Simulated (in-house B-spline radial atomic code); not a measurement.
Values are calculated unless marked as measured or tabulated.
**Two electrons in Si: a parabolic dot with ħω = 4.71 meV in all three directions**

For Si the NSM archive of the Ioffe Institute lists m_l = 0.98 m0, m_t = 0.19 m0 and ε = 11.7; the model takes one isotropic valley with the conductivity mass 3/(1/m_l + 2/m_t) = 0.26 m0, and so misses anisotropy and the other valleys. All triplets below are those of one valley; with several valleys two electrons can form a triplet in the 1s orbital itself, at an energy set by the valley splitting.

Effective-mass model with parabolic bands, a uniform dielectric constant, no image charges, no central-cell or spin-orbit terms. Two-electron levels come from full CI in B-splines with partial waves to l = 5 (up to 0.001 effective hartree above the limit).

What are the effective units, and what is the potential in them?

Ha* = 27211.386 meV × 0.26/11.7² = 51.68 meV and a* = 0.0529177 nm × 11.7/0.26 = 2.381 nm. The frequency is ω = 0.0911 Ha*. The one-electron levels are 3ω/2 = 0.1366 and 5ω/2 = 0.2278 Ha*.

In these units the lowest s and p orbitals lie at 0.136650 and 0.227750, and their Coulomb and exchange integrals are J_ss = 0.240824, J_sp = 0.200686 and K_sp = 0.04014. (For a parabolic well J_ss = √(2ω/π).) Full CI gives 0.462657 for the ground singlet, 0.510028 for the sp triplet, 0.553780 for the sp singlet and 0.601133 for the lowest triplet of two s orbitals.

What does it cost to add the second electron, to first order and exactly?

To first order E = 2ε_s + J_ss = 0.514124, so the charging energy E(2) − 2E(1) is J_ss = 12.45 meV. CI gives 0.462657 − 2 × (0.136650) = 0.189357, or 9.787 meV: relaxation and correlation lower it by 2.66 meV, 21.4 % of J_ss. The s² configuration of one-electron orbitals holds 81.9 % of the state, and the mean radius is 10.7 nm.

How far above the singlet do the triplets lie?

To first order the sp triplet lies at ε_s + ε_p + J_sp − K_sp = 0.524949, which is 0.5595 meV above 2ε_s + J_ss. CI gives 0.510028 − (0.462657) = 0.047371, or 2.448 meV, 52 % of the orbital spacing of 4.708 meV. The ss triplet lies 7.157 meV up, so the lower of the two is the sp one, and its gap equals k_BT at 28.4 K. The sp singlet-triplet splitting is 2.261 meV, against 2K_sp = 4.149 meV. The sp singlet lies ħω above the ground state (0.091123 against 0.0911), as Kohn's theorem demands for a parabolic well.
